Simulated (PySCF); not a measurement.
Simulated characterisation data

No solvent, non-relativistic, a single conformation, one averaged value for each set of equivalent atoms. GFN2-xTB structure; σ from GIAO-PBE0/pcSseg-1; PySCF.

Shifts are taken against calculated references (same method and geometry level): $^{1}$H (σ = 31.72 ppm) and $^{13}$C (σ = 186.93 ppm) vs TMS. Splittings of carbon signals by F and P are missing where no couplings were computed. Where no couplings were computed, multiplicities follow the n + 1 count of equivalent neighbours, and m marks all less simple cases (inequivalent or close neighbours, rings, F or P nearby). Shifts are as computed. Against solution values, carbons near 30 ppm lie about +3 ppm off and those near 130 ppm about +5 ppm. Of 1211 compounds with measured shifts, 218 miss one by over three times the rms of a fit or turn the order of signals round; such compounds aren't used in these exercises.

Compound 1 (C7H12O). $^{1}$H NMR (600 MHz, computed): δ 4.51 (t, 1H), 3.64 (s, 3H), 2.24 (m, 2H), 2.16 (m, 2H), 1.63 (m, 2H), 1.51 (m, 2H). $^{13}$C{$^{1}$H} NMR (computed): δ 164.6, 96.7, 55.0, 32.3, 28.1, 26.8, 26.7. Structure: `COC1=CCCCC1`.

Compound 2 (C5H7F3OSi). $^{1}$H NMR (600 MHz, computed): δ 6.96 (m, 1H), 5.47 (m, 1H), 4.04 (s, 3H), 1.76 (m, 1H), 1.63 (m, 1H). $^{13}$C{$^{1}$H} NMR (computed): δ 178.1, 137.0, 113.8, 54.8, 12.1. Structure: `InChI=1S/C5H7F3OSi/c1-9-10-2-3(4(6)7)5(10)8/h4,10H,2H2,1H3/t10-/m1/s1`.
